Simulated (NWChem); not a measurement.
Molecule: pyrimidine (C4H4N2); SMILES n1cnccc1

```xyz
10

C      0.0000     0.0000    -1.3567
C     -1.1847     0.0000    -0.6225
N     -1.1989     0.0000     0.7165
C      0.0000     0.0000     1.3096
N      1.1989     0.0000     0.7165
C      1.1847     0.0000    -0.6225
H      0.0000     0.0000    -2.4420
H     -2.1549     0.0000    -1.1172
H      0.0000     0.0000     2.3981
H      2.1549     0.0000    -1.1172
```
Atoms are numbered in this order, from 1.

Computed with NWChem. All runs use the structure optimised with B3LYP/6-31G* (spherical d).

For level PBE/def2-SVP:

```
Property                     Value
---------------------------  -----
highest occupied level (eV)  -5.71
orbital gap (eV)              3.53
```

**Question.** Estimate the same quantities for level B3LYP/def2-SVP.

**Answer.** 
| Item | Value |
|---|---|
| highest occupied level (eV) | -7.05 |
| orbital gap (eV) | 5.68 |
